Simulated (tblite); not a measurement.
Run record: tight-binding relaxation, `C=C(OC)B(N)NC(C)C`.

Computed with GFN2-xTB geometry optimisation, gas phase (tblite 0.8.0). Start geometry: from a force field or distance geometry. A driver script takes a list of jobs; this job's settings line and coordinates (Å) are shown.

Command:
```bash
OMP_NUM_THREADS=1 python probes_run.py task.json out
```

Input:
```
{"job": {"kind": "relax", "xc": "GFN2-xTB", "basis": "xTB"}, "charge": 0, "multiplicity": 1}
C      2.364500    -1.951400    -0.220900
C      1.698000    -0.846300     0.120700
O      2.431700     0.073100     0.893100
C      3.210700     1.069600     0.235800
B      0.206700    -0.601800    -0.272300
N     -0.331800    -1.113200    -1.610100
N     -0.813300    -0.356200     0.816100
C     -2.020000     0.119000     0.186700
C     -3.020100     0.342900     1.295100
C     -1.690200     1.402800    -0.529400
H      1.876000    -2.739900    -0.818700
H      3.381200    -2.067200     0.094600
H      3.681200     1.680300     1.049900
H      2.618100     1.742700    -0.409900
H      4.019300     0.600600    -0.351000
H     -0.779400    -2.040000    -1.412800
H      0.524900    -1.326000    -2.173500
H     -0.438000     0.342600     1.485300
H     -2.439800    -0.622500    -0.505900
H     -3.088200     1.427400     1.486800
H     -2.684300    -0.142900     2.243600
H     -3.981200    -0.083300     0.991900
H     -1.337600     2.125200     0.271900
H     -0.841200     1.202200    -1.213200
H     -2.558300     1.786500    -1.087100
```

Output:
```
step      E/eV     max force
  0    -859.66131    3.817
  1    -860.13561    1.793
  2    -860.37004    1.842
  3    -860.47616    1.162
  4    -860.56785    0.621
  5    -860.61774    0.599
  6    -860.68745    0.930
  7    -860.75050    0.869
  8    -860.80088    0.514
  9    -860.83764    0.406
... (150 lines left out)
160    -861.62484    0.013
161    -861.62487    0.012
162    -861.62491    0.014
163    -861.62496    0.017
164    -861.62500    0.015
165    -861.62504    0.013
166    -861.62508    0.014
167    -861.62512    0.015
168    -861.62515    0.012
169    -861.62517    0.009
```

«max force» is the largest atomic force in eV/Å.

**Question.** From which step on does the largest force stay under 0.1 eV/Å, and how much energy is left to gain from there?

**Answer.** From step 121 (0.090 eV/Å), 16.8 meV above the end.

Summary of the converged run: energy lowered by 45.3 kcal/mol over 169 steps; largest atomic force 0.009 eV/Å at the end.

**Question.** Estimate the wall time. Hardware: Arm Neoverse N1, one thread, no GPU, shared host.

**Answer.** About 2.6 s.
Labels such as C1 count atoms from 1, the log's own numbers from 0.
